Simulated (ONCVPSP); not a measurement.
Al (Z = 13), ONCV: configuration errors across variants

ONCVPSP 4.0.1 input, shortened (lines: element, Z, core and valence counts, functional; n l f; lmax; l rc ep ncon nbas qcut; lloc lpopt rc5 dvloc0; l nproj debl; icmod fcfact rcfact), PBE, scalar-relativistic:

```
  Al 13.00    3    2        4      upf
    1    0    2.00
    2    0    2.00
    2    1    6.00
    3    0    2.00
    3    1    0.50
    2
    0    1.70    0.00    4    8    4.60
    1    1.80    0.00    4    9    4.90
    2    1.60    0.30    4    9    5.40
    4    4    1.40   -1.00
    0    2    0.80
    1    2    2.40
    2    2    3.40
    3    4.00    1.50
```

All-electron excitation energies from the reference (eV): (1) 3s2 3p1 -2.086; (2) 3s2 3p0 3.676; (3) 3s1 3p0 22.901; (4) 3s1 3p2 3.054.

A true bound ghost makes a file unfit for plane-wave use even where its test errors are small: the radial tests pick states by their node count and pass the ghost by.

Errors AE − PS in meV (a dash: test not solved or not reliable):

```csv
change,(1),(2),(3),(4),bound ghosts,GHOST(+) flags above zero
base,+0.3,-0.4,-25,-3.0,s,none
s: qcut 3.1; p: qcut 3.3; d: qcut 3.6,+0.3,-0.5,-26,-3.7,none,s
s: qcut 3.5; p: qcut 3.7; d: qcut 4.1,+0.3,-0.4,-24,-3.4,none,s
s: qcut 4.1; p: qcut 4.4; d: qcut 4.9,+0.3,-0.4,-24,-3.1,none,s
s: qcut 4.4; p: qcut 4.7; d: qcut 5.2,+0.3,-0.4,-24,-3.0,none,s
s: qcut 5.2; p: qcut 5.6; d: qcut 6.1,+0.3,-0.4,-26,-2.7,s,none
s: qcut 6.1; p: qcut 6.5; d: qcut 7.2,+0.3,-0.5,-27,-2.4,s,none
s: qcut 6.5; p: qcut 6.9; d: qcut 7.6,+0.3,-0.5,-28,-2.4,s,none
```

**Question.** Give the same row for: s: qcut 5.7; p: qcut 6.1; d: qcut 6.7.

**Answer.** +0.3, -0.4, -26, -2.6; bound ghosts: s; GHOST(+) flags above zero: none.
